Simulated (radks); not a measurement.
The numbers below are computed, except where a source is named.
Ionisation ladder of mercury, from Hg XXIII to Hg XLIV. Each ion is in the ground configuration listed by NIST, and IE = E(next ion) - E(this ion). Code: a radial shooting solver on a logarithmic mesh with Libxc functionals. Model: Dirac Kohn-Sham, PBE, spin-unpolarised, spherical densities, point nucleus; open shells are shared between the two j in proportion to 2j + 1.

species      configuration  E (hartree)  IE, Delta-SCF (eV)  IE, NIST (eV)    kind  error (eV)
Hg XXIII    [Kr] 4d10 4f12  -19463.9190              666.91            650  theory       +16.9
Hg XXIV     [Kr] 4d10 4f11  -19439.4104              715.16            710  theory        +5.2
Hg XXV      [Kr] 4d10 4f10  -19413.1288              764.60            760  theory        +4.6
Hg XXVI      [Kr] 4d10 4f9  -19385.0304              815.22            820  theory        -4.8
Hg XXVII     [Kr] 4d10 4f8  -19355.0717              866.99            880  theory       -13.0
Hg XXVIII    [Kr] 4d10 4f7  -19323.2104              919.90            930  theory       -10.1
Hg XXIX      [Kr] 4d10 4f6  -19289.4045              973.94            990  theory       -16.1
Hg XXX       [Kr] 4d10 4f5  -19253.6129              1029.1           1050  theory       -20.9
Hg XXXI      [Kr] 4d10 4f4  -19215.7948              1085.3           1110  theory       -24.7
Hg XXXII     [Kr] 4d10 4f3  -19175.9102              1142.6           1160  theory       -17.4
Hg XXXIII    [Kr] 4d10 4f2  -19133.9195              1201.0           1220  theory       -19.0
Hg XXXIV     [Kr] 4d10 4f1  -19089.7836              1260.4           1280  theory       -19.6
Hg XXXV          [Kr] 4d10  -19043.4641              1560.8           1549  theory       +11.8
Hg XXXVI          [Kr] 4d9  -18986.1046              1618.3           1603  theory       +15.3
Hg XXXVII         [Kr] 4d8  -18926.6330              1676.4           1661  theory       +15.4
Hg XXXVIII        [Kr] 4d7  -18865.0275              1735.0           1723  theory       +12.0
Hg XXXIX          [Kr] 4d6  -18801.2664              1794.3           1780  theory       +14.3
Hg XL             [Kr] 4d5  -18735.3283              1854.1           1839  theory       +15.1
Hg XLI            [Kr] 4d4  -18667.1922              1914.4           1928  theory       -13.6
Hg XLII           [Kr] 4d3  -18596.8376              1975.4           1989  theory       -13.6
Hg XLIII          [Kr] 4d2  -18524.2442              2036.8           2052  theory       -15.2
Hg XLIV           [Kr] 4d1  -18449.3924              2098.8           2113  theory       -14.2

Reference values: NIST Atomic Spectra Database (exp. = measured, semi-emp. = semi-empirical, theory = theoretical value adopted there). The ionisation energy per charge of the ion left behind rises most, in proportion, at Hg XXXV ([Kr] 4d10), from 37.071 to 44.595 eV. Spin polarisation and multiplet splitting are left out, so open shells lie too high by an amount that depends on their filling. Sharing an open shell by 2j + 1 raises it above the true ground level by a part of the spin-orbit splitting, which enters the differences from NIST.

Beside tabulated values, note that spin-unpolarised runs miss the spin-polarisation part of the exchange energy of open shells.
